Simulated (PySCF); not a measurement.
ClGeH (calculated)

Computed with PySCF 2.14.0. Calculation on a computer-drawn molecule: vertical ionisation energy to the stated ion spin, frozen-core CCSD(T) at the basis limit and cheaper methods, single-reference cases, UHF for radicals, no spin-orbit; all values are single points at the evaluated structure, the first of each entry, which is the reference or a displaced copy of it and isn't optimised; the reference structure only sets the zero of the energies above reference; triples share is (T) over the correlation energy; on germanium a core potential holds 10 electrons, which the energies leave out, and 3d is frozen in MP2 and coupled-cluster steps.

Common to all runs: charge 0; multiplicity 1; ion multiplicity 2; diffuse functions no; basis cc-pV(n+d)Z; basis and core potential on germanium cc-pVnZ-PP ECP10MDF; reference is the Hartree-Fock double-zeta minimum; best is HF at quadruple zeta + MP2 correlation extrapolated from triple and quadruple zeta + CCSD(T) minus MP2 at triple zeta; basis step is the size of the change from the same recipe one zeta lower.

(1) ClGeH

Evaluated structure:
```xyz
3
ClGeH
Cl    -2.1473    -1.5142    -4.2978
Ge    -0.1968    -1.8907    -4.3578
H      0.2557    -0.2990    -4.1582
```

Reference structure:
```xyz
3
ClGeH
Cl    -2.3243    -1.5506    -4.2375
Ge    -0.1426    -1.9029    -4.3118
H      0.2356    -0.3722    -4.1673
```

The calculation gives: ionisation energy best 9.282 eV; ionisation energy basis step 0.05072 eV; energy above reference best 9.871 kcal/mol; energy above reference basis step 0.4955 kcal/mol; ionisation energy Koopmans at triple zeta 9.22 eV; ionisation energy EOM CCSD at triple zeta 9.217 eV; total energy HF triple zeta -753.4993 hartree; total energy CCSD(T) triple zeta -753.8279 hartree; total energy best -753.8794 hartree; T1 diagnostic at triple zeta 0.01219; D1 diagnostic at triple zeta 0.02662; ion T1 diagnostic at triple zeta 0.024; ion D1 diagnostic at triple zeta 0.07123; ion spin squared at triple zeta 0.797; triples share at triple zeta 0.03933; basis functions triple zeta 92; dipole magnitude HF at triple zeta 0.7073 debye; dipole magnitude CCSD unrelaxed at triple zeta 0.635 debye; dipole magnitude PBE at triple zeta 0.6396 debye; dipole magnitude r2SCAN at triple zeta 0.6245 debye; dipole magnitude B3LYP at triple zeta 0.7659 debye; dipole magnitude wB97X at triple zeta 0.7537 debye.

Drawn bonds:
```tsv
atom	other atom	order
1	2	1
2	3	1
```

Triple zeta:
```tsv
method	ionisation energy (eV)	energy above reference (kcal/mol)
HF	8.388	10.27
PBE	9.012	10.01
r2SCAN	9.082	8.784
B3LYP	9.205	10.57
wB97X	9.308	8.787
MP2	9.108	9.775
CCSD	9.165	10.01
CCSD(T)	9.155	10.11
```

(2) ClGeH

Evaluated structure:
```xyz
3
ClGeH
Cl    -2.1473    -1.5142    -4.2978
Ge    -0.1850    -1.8930    -4.3581
H      0.2675    -0.3013    -4.1585
```

Reference structure:
```xyz
3
ClGeH
Cl    -2.3243    -1.5506    -4.2375
Ge    -0.1426    -1.9029    -4.3118
H      0.2356    -0.3722    -4.1673
```

Results for ClGeH: ionisation energy best 9.307 eV; ionisation energy basis step 0.05109 eV; energy above reference best 8.655 kcal/mol; energy above reference basis step 0.4567 kcal/mol; ionisation energy Koopmans at triple zeta 9.249 eV; ionisation energy EOM CCSD at triple zeta 9.243 eV; total energy HF triple zeta -753.5012 hartree; total energy CCSD(T) triple zeta -753.8299 hartree; total energy best -753.8813 hartree; T1 diagnostic at triple zeta 0.01227; D1 diagnostic at triple zeta 0.02704; ion T1 diagnostic at triple zeta 0.02433; ion D1 diagnostic at triple zeta 0.07291; ion spin squared at triple zeta 0.7971; triples share at triple zeta 0.03937; basis functions triple zeta 92; dipole magnitude HF at triple zeta 0.7853 debye; dipole magnitude CCSD unrelaxed at triple zeta 0.7025 debye; dipole magnitude PBE at triple zeta 0.6955 debye; dipole magnitude r2SCAN at triple zeta 0.6845 debye; dipole magnitude B3LYP at triple zeta 0.8262 debye; dipole magnitude wB97X at triple zeta 0.8227 debye.

Drawn bonds:
```tsv
atom	other atom	order
1	2	1
2	3	1
```

Triple zeta:
```tsv
method	ionisation energy (eV)	energy above reference (kcal/mol)
HF	8.416	9.064
PBE	9.034	8.786
r2SCAN	9.105	7.661
B3LYP	9.228	9.323
wB97X	9.335	7.663
MP2	9.134	8.565
CCSD	9.192	8.773
CCSD(T)	9.18	8.862
```

(3) ClGeH

Evaluated structure:
```xyz
3
ClGeH
Cl    -2.1473    -1.5142    -4.2978
Ge     0.1252    -1.9528    -4.3677
H      0.5777    -0.3611    -4.1681
```

Reference structure:
```xyz
3
ClGeH
Cl    -2.3243    -1.5506    -4.2375
Ge    -0.1426    -1.9029    -4.3118
H      0.2356    -0.3722    -4.1673
```

It finds ionisation energy best 9.886 eV; ionisation energy basis step 0.07055 eV; energy above reference best 2.669 kcal/mol; energy above reference basis step 0.1251 kcal/mol; ionisation energy Koopmans at triple zeta 9.931 eV; ionisation energy EOM CCSD at triple zeta 9.828 eV; total energy HF triple zeta -753.5105 hartree; total energy CCSD(T) triple zeta -753.8398 hartree; total energy best -753.8909 hartree; T1 diagnostic at triple zeta 0.01468; D1 diagnostic at triple zeta 0.03676; ion T1 diagnostic at triple zeta 0.03679; ion D1 diagnostic at triple zeta 0.135; ion spin squared at triple zeta 0.8039; triples share at triple zeta 0.04048; basis functions triple zeta 92; dipole magnitude HF at triple zeta 3.023 debye; dipole magnitude CCSD unrelaxed at triple zeta 2.662 debye; dipole magnitude PBE at triple zeta 2.404 debye; dipole magnitude r2SCAN at triple zeta 2.494 debye; dipole magnitude B3LYP at triple zeta 2.651 debye; dipole magnitude wB97X at triple zeta 2.868 debye.

Drawn bonds:
```tsv
atom	other atom	order
1	2	1
2	3	1
```

Triple zeta:
```tsv
method	ionisation energy (eV)	energy above reference (kcal/mol)
HF	9.115	3.207
PBE	9.504	1.548
r2SCAN	9.633	2.831
B3LYP	9.743	1.839
wB97X	9.937	3.16
MP2	9.764	3.171
CCSD	9.8	2.793
CCSD(T)	9.748	2.638
```
